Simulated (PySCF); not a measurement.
C3H4, SMILES C1=CC1. The structure is a stationary point at B3LYP-D3(BJ)/def2-TZVP.

TDA-B3LYP/def2-SVPD in PySCF puts the lowest singlet excitations at 6.53, 6.72, 7.05, 7.38, 7.39, 7.73 eV.

What are the lowest excitation roots from ADC(2)/aug-cc-pVDZ (PySCF)? (Estimate from the structure and the level; the computed values follow.)

6.71, 6.80, 6.81, 7.13, 7.16, 7.43 eV. S1 differs by 0.18 eV (second minus first; roots are paired by order, and the bases may differ).
